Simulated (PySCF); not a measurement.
Work out the structure from these simulated measurements.

Formula: C5H13B.

* Triplet: lowest triplet excitation (Tamm–Dancoff): 5.34 eV [TDA B3LYP/def2-SVPD]
* XPS: B1s 195.2, C1s 289.7, C1s 289.9 (×2), C1s 290.3 (×2) eV [ΔSCF SCAN, pcX-2 on the ionised atom, pcseg-1 elsewhere, spin-free X2C]
* NMR, other nuclei: isotropic shieldings of nuclei other than C and H, by class: 8 (1 B) ppm [GIAO B3LYP/pcSseg-1]
* Rotational structure: rotational constants A, B, C: 4.022, 2.369, 2.095 GHz [PBE0-D3(BJ)/def2-SVP]
* 13C NMR: chemical shifts (computed TMS as zero) by class: 29.7 (1 C), 19.0 (2 C), 13.2 (2 C) ppm [GIAO B3LYP/pcSseg-1]
* 1H NMR: chemical shifts (computed TMS as zero) by class: 1.30 (1 H), 0.88 (6 H), 0.83 (6 H) ppm [GIAO B3LYP/pcSseg-1]

Electronic properties: PySCF, gas phase, density fitting. Levels stand in brackets. One conformer (not necessarily the lowest) at the PBE0-D3(BJ)/def2-SVP geometry, without solvent, vibrations or thermal averaging. Each NMR value is the plain mean over a class of atoms that symmetry, rotation or inversion makes alike.

Question: Propose a structure and show how it fits.

Answer: 5 carbons fall into 3 classes; from least to most shielded: carbon bonded to B, 2 C and H (29.7 ppm), carbon bonded to C and 3 H (19.0 ppm, 2 C), carbon bonded to B and 3 H (13.2 ppm, 2 C, up to 2.9 ppm apart in this geometry). Hydrogen classes from least to most shielded: 1 H on a carbon bonded to B, 2 C and H (1.30 ppm), 6 H on 2 like atoms (carbon bonded to C and 3 H) (0.88 ppm), 6 H on 2 like atoms (carbon bonded to B and 3 H) (0.83 ppm, a mean of values up to 0.8 ppm apart in this geometry). The other shieldings belong to: 8 ppm, boron bonded to 3 C. The core levels belong to: B1s 195.2 eV, boron bonded to 3 C; C1s 289.7 eV, carbon bonded to B, 2 C and H; C1s 289.9 eV, carbon bonded to B and 3 H; C1s 290.3 eV, carbon bonded to C and 3 H. One atom of each topological class was ionised and stands for its class. The optimised geometry has point group C1 and is an asymmetric top. Structure: BMe2(iPr) (`CB(C)C(C)C`). Computed isomers that give other values at the same levels: `CCCB(C)C` (13C chemical shifts (computed TMS as zero) by class: 36.5 (1 C), 21.6 (1 C), 20.7 (1 C), 15.1 (2 C) ppm); `BC(C)(C)CC` (rotational constant A: 4.486 GHz; this holds for the one conformer computed); `CCB(C)CC` (core binding energies: B1s 195.2, C1s 289.7 (×2), C1s 289.9, C1s 290.5 (×2) eV). The assignments are read from this structure; whether some other isomer fits the data as well wasn't checked.
